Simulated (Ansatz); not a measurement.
Consider the substitution at a C–Ge bond: `[CH3][GeH]([OH])[SeH]` + `[OH][In]([Cl])[Cl]` → `C[O][In]([Cl])[Cl]` + `[OH][GeH2][SeH]`.

Isolated molecules relaxed with PBE0-D4/def2-TZVP in Ansatz; ΔE leaves out vibrations. CCSD(T)/CBS is the MP2 limit (def2-TZVPP, def2-QZVPP) plus CCSD(T) − MP2 in def2-TZVPP, frozen cores. DFT in def2-TZVPP. Elements past krypton have def2 core potentials. For Ge, In, Se outer-core shells are correlated without core-valence functions, which leaves a few kJ/mol of doubt a bond. Scalar relativity is left out up to krypton. One conformer a species, not always the lowest.

CCSD(T)/CBS gives +25.7 kcal/mol.

Task: Another level gave +25.1 kcal/mol. Which?
A. PBE/def2-TZVPP
B. HF/def2-TZVPP
C. MP2/def2-TZVPP
D. CCSD/def2-TZVPP

Result: D. CCSD/def2-TZVPP 25.1, PBE 23.6, HF/def2-TZVPP 21.9, MP2/def2-TZVPP 27.3 kcal/mol.

Largest T1 diagnostic among the species: 0.015.

From PBE to PBE0 (25 % exact exchange), in def2-TZVPP and without D4, ΔE moves by +0.8 kcal/mol. In def2-TZVPP, CCSD(T) changes the Hartree–Fock value by +3.3 kcal/mol (the triples alone add +0.2 kcal/mol) and MP2 by +5.4 kcal/mol.
